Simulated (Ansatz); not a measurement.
System: C$_{2}$H$_{4}$B, charge 0, doublet. C2H4B (SMILES [BH]C=C, doublet).
B3LYP-D3(BJ)/def2-TZVP minimum from Ansatz (a first-principles code):
```
C
C 1 1.3830
H 2 1.0800 1 121.09
H 2 1.0810 3 117.29 1 -180.00
H 1 1.0977 2 116.29 3 0.00
B 1 1.4242 5 109.40 2 -180.00
H 6 1.1688 5 145.70 1 180.00
```
Charge 0, spin multiplicity 2.

Total energies in aug-cc-pVDZ, 15 correlated electrons, 3 frozen orbitals. UHF or UKS for unpaired electrons; spin-orbit terms are left out. Correlated methods leave the cores frozen. No relativity. The UHF reference of C2H4B ([BH]C=C, doublet) is spin-contaminated (<S^2> up to 0.17 over the pure value in the sets run).

```json
[
 {"method": "HF", "program": "Ansatz", "energy (Eh)": "-102.66137", "minus CCSDT(Q) (mEh)": "387.49"},
 {"method": "MP2", "program": "Ansatz", "energy (Eh)": "-102.98743", "minus CCSDT(Q) (mEh)": "61.42"},
 {"method": "CCSD", "program": "Ansatz", "energy (Eh)": "-103.03271", "minus CCSDT(Q) (mEh)": "16.14"},
 {"method": "CCSD(T)", "program": "Ansatz", "energy (Eh)": "-103.04645", "minus CCSDT(Q) (mEh)": "2.40"},
 {"method": "CCSDT(Q)", "program": "Ansatz", "energy (Eh)": "-103.04885", "minus CCSDT(Q) (mEh)": "0.00"}
]
```

Rough core times of Ansatz's runs on a shared machine: CCSD(T) 80 s, CCSDT(Q) 70 min.
